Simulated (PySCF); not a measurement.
## Relaxation of singlet SbSBr

All numbers come from PBE0/[Sb def2-TZVP with ECP28, S def2-TZVP, Br def2-TZVP], scalar-relativistic core potentials, density fitting, no spin–orbit coupling, PySCF. A (50,194) grid was used.

A start displaced from a saddle point along its imaginary mode, of Cs symmetry, held to at least that symmetry:

Coordinates in bohr (charge 0 multiplicity 1):
```
Sb   -0.0332   -0.1026   -1.2098
S     0.0698    0.2158   -5.4046
Br    0.0226    0.0698    4.0431
```

(1) What forces act on the atoms at the start (eV/Å)?

(2) What does it relax to?

(3) How much energy is released, and in how many steps?

## Answers

(1) 
| atom | Fx | Fy | Fz |
| --- | --- | --- | --- |
| Sb1 | -0.17 | -0.54 | -0.13 |
| S2 | 0.09 | 0.29 | 0.22 |
| Br3 | 0.08 | 0.25 | -0.09 |

(2) It ends at Cs with Sb–Br 2.528 Å, Sb–S 2.197 Å; Br–Sb–S 106.3° (after a last refinement on a finer grid). The frequency run here used a shortcut that can spoil soft modes, so no verdict on minimum or saddle point is given. Other isomers or separated fragments may lie lower.

(3) 150.5 kJ/mol in 9 steps.

The relaxation took of the order of 3 core-minutes on a shared host.
